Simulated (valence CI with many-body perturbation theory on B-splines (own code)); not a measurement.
E1 line list for Ga24+

Computed by relativistic CI+MBPT: five valence electrons over a frozen Dirac-Fock core [He], a basis of 9 s, 9 p, 8 d, 6 f, 3 g, 1 h functions for each j, with the one-electron correlation potential Σ1 (screened to all orders), the two-electron term Σ2, the three-electron term Σ3, Breit, model QED; selected single and double excitations, second order for the rest (own B-spline code, finite nucleus).

No measured levels were compared; by estimate levels of excited configurations hold to 0.05 to 0.15 % of their energy, terms of the ground configuration to about 0.5 %. Among the levels kept, up to 2000 cm⁻¹ of a level comes from second order outside the variational space, and about a tenth of that is noise between levels of different J, which matters for small intervals.

Lines 1 to 50 of 270 in falling wavelength, among levels below 12086 × 10³ cm⁻¹, chosen from the strongest by gf and those to the six lowest levels. Wavelengths and rates use the calculated energies, so an error of 900 cm⁻¹ moves a line at 440.5 Å by 0.4 % and its rate by three times that or more. Electric multipoles are in the length gauge, E1 and E2 with the static RPA response of the core. Weak lines are less certain than strong ones. Lines between different terms over intervals too small for the method are left out, as are lines whose strength nearly cancels. The highest levels of a list are the least certain.

Levels are named by their leading jj configuration (3d3/2^4 stands for four electrons in 3d with j = 3/2), which in mixed levels can hold well under half, so a name can repeat and another be missing. Letters in brackets count levels of one name in rising energy.

| λ vac (Å) | Upper | Lower | A (s⁻¹) | S (a.u.) |
| --- | --- | --- | --- | --- |
| 440.5 | (2s^2 2p1/2 2p3/2 3p1/2) J=5/2 | (2s^2 2p1/2 2p3/2 3s) J=3/2 [b] | 2.81e+08 | 7.11e-02 |
| 401.7 | (2s^2 2p1/2 2p3/2 3p1/2) J=3/2 [a] | (2s^2 2p1/2 2p3/2 3s) J=1/2 | 5.25e+08 | 6.72e-02 |
| 397.9 | (2s^2 2p1/2 2p3/2 3p1/2) J=1/2 | (2s^2 2p1/2 2p3/2 3s) J=3/2 [a] | 1.39e+09 | 8.64e-02 |
| 393.9 | (2s^2 2p1/2^2 3p1/2) J=1/2 | (2s^2 2p1/2^2 3s) J=1/2 | 2.09e+09 | 1.26e-01 |
| 388.8 | (2s^2 2p1/2 2p3/2 3p1/2) J=5/2 | (2s^2 2p1/2 2p3/2 3s) J=5/2 | 7.03e+08 | 1.22e-01 |
| 369.8 | (2s^2 2p1/2 2p3/2 3p3/2) J=5/2 [a] | (2s^2 2p1/2 2p3/2 3s) J=5/2 | 8.98e+08 | 1.35e-01 |
| 367.7 | (2s^2 2p1/2 2p3/2 3p3/2) J=3/2 [a] | (2s^2 2p1/2 2p3/2 3s) J=3/2 [b] | 7.01e+08 | 6.88e-02 |
| 367.2 | (2s 2p1/2^2 2p3/2 3p3/2) J=3/2 | (2s 2p1/2^2 2p3/2 3s) J=3/2 [a] | 1.88e+09 | 1.84e-01 |
| 358.0 | (2s 2p1/2^2 2p3/2 3p1/2) J=3/2 | (2s 2p1/2^2 2p3/2 3s) J=5/2 | 2.89e+09 | 2.62e-01 |
| 353.9 | (2s^2 2p1/2 2p3/2 3p1/2) J=3/2 [a] | (2s^2 2p1/2 2p3/2 3s) J=3/2 [a] | 1.54e+09 | 1.35e-01 |
| 352.7 | (2s^2 2p3/2^2 3d5/2) J=3/2 | (2s^2 2p3/2^2 3p3/2) J=3/2 [a] | 1.15e+09 | 9.93e-02 |
| 352.2 | (2s 2p1/2 2p3/2^2 3p3/2) J=5/2 | (2s 2p1/2^2 2p3/2 3s) J=3/2 [a] | 2.25e+09 | 2.92e-01 |
| 351.8 | (2s^2 2p1/2 2p3/2 3d3/2) J=5/2 [b] | (2s^2 2p1/2 2p3/2 3p3/2) J=5/2 [b] | 5.63e+08 | 7.26e-02 |
| 346.1 | (2s^2 2p1/2 2p3/2 3d5/2) J=1/2 | (2s^2 2p1/2 2p3/2 3p3/2) J=1/2 [b] | 1.52e+09 | 6.20e-02 |
| 345.4 | (2s 2p1/2^2 2p3/2 3p1/2) J=5/2 | (2s 2p1/2^2 2p3/2 3s) J=5/2 | 2.91e+09 | 3.55e-01 |
| 343.2 | (2s^2 2p3/2^2 3d5/2) J=5/2 | (2s^2 2p3/2^2 3p3/2) J=3/2 [a] | 1.65e+09 | 1.98e-01 |
| 337.8 | (2s 2p1/2^2 2p3/2 3p3/2) J=1/2 | (2s 2p1/2^2 2p3/2 3s) J=3/2 [a] | 2.72e+09 | 1.04e-01 |
| 336.0 | (2s^2 2p3/2^2 3p3/2) J=5/2 | (2s^2 2p3/2^2 3s) J=3/2 | 2.01e+09 | 2.26e-01 |
| 333.4 | (2s^2 2p1/2 2p3/2 3d3/2) J=7/2 | (2s^2 2p1/2 2p3/2 3p3/2) J=7/2 | 8.53e+08 | 1.25e-01 |
| 330.3 | (2s^2 2p3/2^2 3d5/2) J=7/2 | (2s^2 2p3/2^2 3p3/2) J=7/2 | 5.15e+08 | 7.33e-02 |
| 329.2 | (2s^2 2p1/2 2p3/2 3d5/2) J=3/2 [b] | (2s^2 2p1/2 2p3/2 3p3/2) J=1/2 [b] | 1.46e+09 | 1.03e-01 |
| 328.7 | (2s^2 2p3/2^2 3p1/2) J=3/2 | (2s^2 2p3/2^2 3s) J=5/2 | 2.67e+09 | 1.87e-01 |
| 321.5 | (2s^2 2p1/2 2p3/2 3p3/2) J=1/2 [a] | (2s^2 2p1/2 2p3/2 3s) J=1/2 | 1.95e+09 | 6.39e-02 |
| 320.9 | (2s^2 2p3/2^2 3p1/2) J=1/2 | (2s^2 2p3/2^2 3s) J=1/2 | 4.01e+09 | 1.31e-01 |
| 319.4 | (2s^2 2p3/2^2 3p1/2) J=5/2 | (2s^2 2p3/2^2 3s) J=3/2 | 1.61e+09 | 1.56e-01 |
| 318.6 | (2s^2 2p1/2 2p3/2 3d5/2) J=7/2 [a] | (2s^2 2p1/2 2p3/2 3p3/2) J=5/2 [a] | 1.44e+09 | 1.84e-01 |
| 316.2 | (2s^2 2p3/2^2 3d5/2) J=7/2 | (2s^2 2p3/2^2 3p3/2) J=5/2 | 2.96e+09 | 3.69e-01 |
| 315.0 | (2s^2 2p1/2 2p3/2 3d5/2) J=9/2 | (2s^2 2p1/2 2p3/2 3p3/2) J=7/2 | 3.62e+09 | 5.59e-01 |
| 314.4 | (2s^2 2p3/2^2 3p3/2) J=5/2 | (2s^2 2p3/2^2 3s) J=5/2 | 1.49e+09 | 1.37e-01 |
| 310.5 | (2s^2 2p1/2 2p3/2 3p1/2) J=5/2 | (2s^2 2p1/2 2p3/2 3s) J=3/2 [a] | 2.18e+09 | 1.93e-01 |
| 310.3 | (2s^2 2p3/2^2 3p3/2) J=1/2 | (2s^2 2p3/2^2 3s) J=3/2 | 3.57e+09 | 1.05e-01 |
| 310.1 | (2s^2 2p3/2^2 3d5/2) J=9/2 | (2s^2 2p3/2^2 3p3/2) J=7/2 | 3.83e+09 | 5.64e-01 |
| 306.7 | (2s^2 2p1/2 2p3/2 3d3/2) J=5/2 [a] | (2s^2 2p1/2 2p3/2 3p1/2) J=5/2 | 9.40e+08 | 8.03e-02 |
| 305.8 | (2s^2 2p1/2 2p3/2 3d5/2) J=7/2 [a] | (2s^2 2p1/2 2p3/2 3p1/2) J=5/2 | 2.26e+09 | 2.56e-01 |
| 305.0 | (2s^2 2p1/2 2p3/2 3d5/2) J=5/2 [a] | (2s^2 2p1/2 2p3/2 3p3/2) J=3/2 [a] | 3.03e+09 | 2.55e-01 |
| 304.1 | (2s^2 2p1/2 2p3/2 3p3/2) J=7/2 | (2s^2 2p1/2 2p3/2 3s) J=5/2 | 4.73e+09 | 5.25e-01 |
| 302.9 | (2s^2 2p1/2^2 3d5/2) J=5/2 | (2s^2 2p1/2^2 3p3/2) J=3/2 | 4.01e+09 | 3.30e-01 |
| 301.6 | (2s^2 2p3/2^2 3p3/2) J=7/2 | (2s^2 2p3/2^2 3s) J=5/2 | 4.82e+09 | 5.22e-01 |
| 300.1 | (2s^2 2p3/2^2 3d5/2) J=1/2 | (2s^2 2p3/2^2 3p3/2) J=1/2 | 2.50e+09 | 6.66e-02 |
| 300.0 | (2s^2 2p1/2 2p3/2 3p3/2) J=3/2 [a] | (2s^2 2p1/2 2p3/2 3s) J=1/2 | 1.84e+09 | 9.79e-02 |
| 299.8 | (2s^2 2p3/2^2 3p1/2) J=5/2 | (2s^2 2p3/2^2 3s) J=5/2 | 2.83e+09 | 2.26e-01 |
| 298.3 | (2s^2 2p1/2 2p3/2 3p3/2) J=5/2 [a] | (2s^2 2p1/2 2p3/2 3s) J=3/2 [a] | 2.34e+09 | 1.84e-01 |
| 297.4 | (2s 2p1/2^2 2p3/2 3p3/2) J=7/2 | (2s 2p1/2^2 2p3/2 3s) J=5/2 | 5.54e+09 | 5.75e-01 |
| 296.5 | (2s^2 2p1/2 2p3/2 3d5/2) J=7/2 [b] | (2s^2 2p1/2 2p3/2 3p3/2) J=5/2 [b] | 3.84e+09 | 3.96e-01 |
| 295.7 | (2s^2 2p3/2^2 3d3/2) J=5/2 | (2s^2 2p3/2^2 3p1/2) J=5/2 | 1.56e+09 | 1.20e-01 |
| 295.1 | (2s^2 2p1/2 2p3/2 3d3/2) J=5/2 [b] | (2s^2 2p1/2 2p3/2 3p1/2) J=3/2 [b] | 1.32e+09 | 1.01e-01 |
| 292.0 | (2s^2 2p1/2 2p3/2 3p1/2) J=3/2 [b] | (2s^2 2p1/2 2p3/2 3s) J=5/2 | 4.47e+09 | 2.20e-01 |
| 291.8 | (2s^2 2p1/2 2p3/2 3p3/2) J=3/2 [b] | (2s^2 2p1/2 2p3/2 3s) J=3/2 [b] | 3.32e+09 | 1.63e-01 |
| 288.9 | (2s^2 2p1/2^2 3p3/2) J=3/2 | (2s^2 2p1/2^2 3s) J=1/2 | 5.21e+09 | 2.48e-01 |
| 286.4 | (2s^2 2p1/2 2p3/2 3d5/2) J=3/2 [a] | (2s^2 2p1/2 2p3/2 3p3/2) J=1/2 [a] | 2.88e+09 | 1.34e-01 |
